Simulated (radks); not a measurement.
Trend from Rb4+ to Xe4+: ionisation energy by Delta-SCF between NIST ground configurations, and size. All-electron calculation, Dirac Kohn-Sham, PBE, spin-unpolarised, spherical densities, finite nucleus; open shells fill j = l - 1/2 first; Fermi nuclear charge, rms radius of each element as measured or else 0.836 A^(1/3) + 0.57 fm. Program: a radial shooting solver on a logarithmic mesh with Libxc functionals.

species      configuration  configuration of the ion  IE (eV)  NIST (eV)       kind   -e(HOMO) (eV)  r at 0.001 e/bohr^3 (bohr)
Rb4+     [Ar] 3d10 4s2 4p3         [Ar] 3d10 4s2 4p2   67.183       68.4     theory  60.041 (4p3/2)                        3.03
Sr4+     [Ar] 3d10 4s2 4p4         [Ar] 3d10 4s2 4p3   71.562         71  semi-emp.  64.083 (4p3/2)                        2.99
Zr4+                  [Kr]         [Ar] 3d10 4s2 4p5   80.292      80.35  semi-emp.  72.167 (4p3/2)                        2.89
Nb4+              [Kr] 4d1                      [Kr]   50.445     50.573       exp.  43.549 (4d3/2)                        3.00
Mo4+              [Kr] 4d2                  [Kr] 4d1   53.635      54.42  semi-emp.  46.445 (4d3/2)                        3.03
Tc4+              [Kr] 4d3                  [Kr] 4d2   56.747         57     theory  49.270 (4d3/2)                        3.03
Ru4+              [Kr] 4d4                  [Kr] 4d3   59.798         59     theory  52.037 (4d3/2)                        3.01
Rh4+              [Kr] 4d5                  [Kr] 4d4   62.262         63     theory  54.269 (4d5/2)                        2.97
Pd4+              [Kr] 4d6                  [Kr] 4d5   65.185         61     theory  56.919 (4d5/2)                        2.94
Ag4+              [Kr] 4d7                  [Kr] 4d6   68.072         65     theory  59.536 (4d5/2)                        2.90
Cd4+              [Kr] 4d8                  [Kr] 4d7   70.929         68     theory  62.125 (4d5/2)                        2.86
In4+              [Kr] 4d9                  [Kr] 4d8   73.758         69  semi-emp.  64.690 (4d5/2)                        2.81
Sn4+             [Kr] 4d10                  [Kr] 4d9   76.565      77.03       exp.  67.234 (4d5/2)                        2.77
Sb4+         [Kr] 4d10 5s1                 [Kr] 4d10   55.418       55.0  semi-emp.  49.770 (5s1/2)                        3.13
Te4+         [Kr] 4d10 5s2             [Kr] 4d10 5s1   59.090         59       exp.  53.222 (5s1/2)                        3.24
I4+      [Kr] 4d10 5s2 5p1             [Kr] 4d10 5s2   51.156      51.52       exp.  45.657 (5p1/2)                        3.37
Xe4+     [Kr] 4d10 5s2 5p2         [Kr] 4d10 5s2 5p1   54.607       54.1  semi-emp.  48.852 (5p1/2)                        3.40

Reference values: NIST Atomic Spectra Database (exp. = measured, semi-emp. = semi-empirical, theory = theoretical value adopted there). Spin polarisation and multiplet splitting are left out, so open shells lie too high by an amount that depends on their filling.

Beside tabulated values, note that spin-unpolarised runs miss the spin-polarisation part of the exchange energy of open shells.
